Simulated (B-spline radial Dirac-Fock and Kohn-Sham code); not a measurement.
**Kohn-Sham estimates against Dirac-Fock for the levels of Ba⁴⁵⁺**

System: Ba⁴⁵⁺, 1s2 2s2 2p6 3s1.

The density-functional columns are spherical, spin-unpolarised Dirac-Kohn-Sham results without Breit or QED terms: −ε is minus the orbital energy of the initial state and ΔSCF the difference of two total energies. The reference in the last column comes from Dirac-Fock energy differences between relaxed states, corrected for Breit and QED terms. All numbers are from a B-spline atomic structure program, in eV; a selection of levels is shown. For the 1s level of heavy atoms much of the gap between ΔSCF and the reference is the Breit and QED part, -137.9 eV here; for other levels the error of the functional can be larger.

| level | LDA −ε | LDA ΔSCF | Dirac-Fock |
| --- | --- | --- | --- |
| L2 | 8491.3 | 8619.6 | 8597.5 |
| L3 | 8094.5 | 8215.4 | 8204.7 |
| M1 | 3602.4 | 3642.8 | 3640.3 |

For the outermost level NIST gives 3640 ± 4 eV (theoretical); the differences from it are LDA −ε -37.64, LDA ΔSCF +2.82, Dirac-Fock +0.27 eV.

Values without a named source are computed, but for edge energies of neutral atoms, which are taken from tables.
